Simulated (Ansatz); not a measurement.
Consider the formal exchange of groups at a B–B bond: `OB(O)BS` + `OCO` → `OCB(O)O` + `OBS`.

Computed with Ansatz on PBE0-D4/def2-TZVP structures; ΔE is electronic, products minus reactants. CCSD(T)/CBS is the MP2 limit (def2-TZVPP, def2-QZVPP) plus CCSD(T) − MP2 in def2-TZVPP, frozen cores. This one scheme is used for every species. DFT in def2-TZVPP. One conformer a species, not always the lowest.

```
 level  ΔE (kJ/mol)
B2PLYP       -190.5
   PBE       -177.3
```

**Question.** What does CCSD(T)/CBS give? (An estimate is asked.)

**Answer.** Ansatz gave: -188.9 kJ/mol. The listed levels differ from it by -1.6, 11.6 kJ/mol.

Largest T1 diagnostic among the species: 0.015.

From PBE to PBE0 (25 % exact exchange), in def2-TZVPP and without D4, ΔE moves by −6.6 kJ/mol.
